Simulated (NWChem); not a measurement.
Molecule: CH$_{6}$FNSi$_{2}$; SMILES FC1[SiH2]N[SiH2]1

```xyz
11

F     -0.2977    -2.0851     0.0000
C      0.4926    -0.9254     0.0000
Si     0.0218     0.3899     1.3260
N     -0.2501     1.4993     0.0000
Si     0.0218     0.3899    -1.3260
H      1.5468    -1.2273     0.0000
H      1.0993     0.8097     2.2698
H     -1.1753     0.0213     2.1311
H     -0.5319     2.4703     0.0000
H     -1.1753     0.0213    -2.1311
H      1.0993     0.8097    -2.2698
```
Atoms are numbered in this order, from 1.

Program: NWChem. Pople sets run with spherical d functions. All runs use the structure optimised with B3LYP/6-31G* (spherical d). B3LYP is NWChem's, with the RPA form of VWN correlation. Vertical excitations in the gas phase; the lowest state need not have the same character in each row.

```tsv
level	lowest excitation, singlet (eV)	oscillator strength of that lowest state	lowest state with f > 0.02, singlet (eV)	oscillator strength of that bright state	orbital gap (eV)
PBE/6-31+G*, TDA	4.84	0.004	5.04	0.045	4.75
B3LYP/6-31+G*, TDA	5.38	0.006	5.65	0.055	6.41
LDA (Slater exchange, VWN5)/6-31+G*, TDA	4.75	0.004	5.01	0.045	4.64
```
